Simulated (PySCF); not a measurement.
# Structure revision by computed shifts

A compound C$_{5}$H$_{6}$F$_{3}$OP gives the data below (simulated from a calculation) and was assigned the structure `C=C[C@@H]1C[P@]1(=O)C(F)(F)F`.

¹³C{¹H} NMR (computed): δ 172.7 (C), 133.0 (C), 10.9 (CH), 4.7 (CH2), 2.1 (CH2).

¹H NMR (300 MHz, computed): δ 7.63 (m, 1H), 1.30 (m, 1H), 0.97 (m, 1H), 0.96 (m, 1H), 0.86 (m, 1H), 0.79 (m, 1H).

Relativity neglected, gas phase, single conformer. Coordinates at the GFN2-xTB level; σ from GIAO-PBE0/pcSseg-1; PySCF 2.14.

Shifts are taken against calculated references (same method and geometry level): ¹H (σ = 31.72 ppm) and ¹³C (σ = 186.93 ppm) vs TMS.

(1) Compare with the shifts computed for the proposed structure, pairing carbons in order of shift.

(2) Which isomer fits?

Answers

(1) Mapped SMILES: `[CH2:1]=[CH:2][C@@H:3]1[CH2:4][P@:5]1(=[O:6])[C:7]([F:8])([F:9])[F:10]` (H(Xn): hydrogen on atom n).

```tsv
atom	computed for proposal	given list	difference
C2	140.2	172.7	-32.5
C7	132.0	133.0	-1.0
C1	125.5	10.9	+114.6
C3	36.1	4.7	+31.4
C4	20.2	2.1	+18.1
```

The rms difference is 55.7 ppm and the largest +114.6 ppm at C1 (terminal =CH2 carbon). The carbon types in order of shift don't match either: CH, C, CH2, CH, CH2 for the proposal against C, C, CH, CH2, CH2 in the data. The proposal doesn't fit.

(2) `O=[P@@H](C(F)=C(F)F)C1CC1`.

1. δC 172.7, 133.0: fully substituted alkene carbon.
2. δC 10.9, 4.7, 2.1: three-membered-ring carbon; carbons of three-membered rings are unusually shielded.
3. δH 7.63: hydrogen on a phosphorus bonded to 2 C, O.
4. δH 1.30, 0.97, 0.96, 0.86, 0.79: hydrogen on a three-membered-ring carbon; cyclopropane-type protons are shielded by the ring.

The shifts were computed for this structure.

Splittings by ¹⁹F and ³¹P in the carbon and heteronuclear signals aren't shown, as no couplings were computed. Shifts are as computed. Against solution values, carbons near 30 ppm lie about +3 ppm off and those near 130 ppm about +5 ppm. Of 1211 compounds with measured shifts, 218 miss one by over three times the rms of a fit or turn the order of signals round; such compounds aren't used in these exercises. Multiplicities follow the n + 1 count of equivalent neighbours, as no J values were calculated; m marks all less simple cases, F and P coupling included.
